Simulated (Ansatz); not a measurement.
Reaction (substitution at a C–Br bond): `C=C(N)CBr` + H–F → `C=C(N)CF` + HBr

Program: Ansatz. Geometries: PBE0-D4/def2-TZVP. ΔE: electronic, gas phase. CCSD(T)/CBS adds triple-zeta CCSD(T) − MP2 to the extrapolated MP2 energy (def2 sets, frozen cores). This one scheme is used for every species. DFT in def2-TZVPP. B3LYP here is the variant with VWN-RPA as its local correlation; programs differ in this. For Br outer-core shells are correlated without core-valence functions, which leaves a few kJ/mol of doubt a bond. Scalar relativity is left out up to krypton. One conformer a species, not always the lowest.

```csv
level,ΔE (kcal/mol),difference from CCSD(T)/CBS
PBE-D4,7.7,-2.0
r2SCAN-D4,6.5,-3.2
PBE0-D4,7.8,-1.9
B3LYP-D4,6.6,-3.1
ωB97X-V,5.4,-4.3
ωB97M-V,6.2,-3.5
B2PLYP,6.7,-3.0
PBE,6.5,-3.2
r2SCAN,6.2,-3.5
PBE0,6.7,-3.0
B3LYP,4.6,-5.1
HF/def2-TZVPP,2.5,-7.2
MP2/def2-TZVPP,11.6,1.9
SCS-MP2/def2-TZVPP,9.3,-0.4
CCSD/def2-TZVPP,7.5,-2.2
CCSD(T)/def2-TZVPP,8.4,-1.3
HF/def2-QZVPP,2.4,-7.3
MP2/def2-QZVPP,12.3,2.6
SCS-MP2/def2-QZVPP,10.0,0.3
HF/CBS(def2),2.4,-7.3
MP2/CBS(def2),12.9,3.2
CCSD/CBS(def2),8.7,-1.0
CCSD(T)/CBS,9.7,0
```

Largest T1 diagnostic among the species: 0.011.

The D4 term adds +2.1 kcal/mol with B3LYP and +1.1 kcal/mol with PBE0; it sums over pairs of atoms, weighted by their polarisabilities, and B3LYP, whose exchange is more repulsive, gets the larger term. In def2-TZVPP, CCSD(T) changes the Hartree–Fock value by +5.9 kcal/mol (the triples alone add +1.0 kcal/mol) and MP2 by +9.1 kcal/mol.
